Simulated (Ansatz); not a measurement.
TiO3H2⁺. The state is a doublet with charge 1. Geometry PBE0-D4/def2-SVP, that of the neutral singlet.

```xyz
6

Ti   -0.2535   -0.2766   -0.1273
O     0.3695    0.2340   -1.7096
O     1.1631   -0.7807   -1.0717
O    -0.1165    0.7375    1.3191
H     0.4354    1.4149    1.7197
H    -1.5980   -1.3291   -0.1301
```

The structure holds one bond between oxygen atoms, so isomers without such links may lie far lower. At PBE-D4/def2-TZVP, r2SCAN-D4/def2-TZVP the gap within one spin of the charge 1 doublet nearly closes, so an electron or hole may be smeared out by delocalisation error. The structure comes from a short search, and lower isomers may exist.

Question: Estimate the α-spin orbital energies around the gap (eV) in Ansatz with PBE-D4/def2-TZVP, r2SCAN-D4/def2-TZVP, PBE0-D4/def2-TZVP.

Answer: 
```tsv
orbital	PBE-D4/def2-TZVP	r2SCAN-D4/def2-TZVP	PBE0-D4/def2-TZVP
HOMO−5	-18.08	-18.90	-20.33
HOMO−4	-15.85	-16.62	-18.11
HOMO−3	-15.15	-16.06	-17.68
HOMO−2	-15.08	-15.38	-16.56
HOMO−1	-14.57	-15.26	-16.37
HOMO	-13.85	-13.60	-14.76
LUMO	-10.58	-10.38	-9.44
LUMO+1	-10.30	-10.13	-9.13
LUMO+2	-9.28	-9.39	-8.30
LUMO+3	-8.89	-8.64	-7.74
LUMO+4	-8.51	-8.27	-7.50
LUMO+5	-7.78	-7.77	-6.73
β HOMO	-13.44	-13.57	-14.74
β LUMO	-13.42	-13.46	-12.42
```
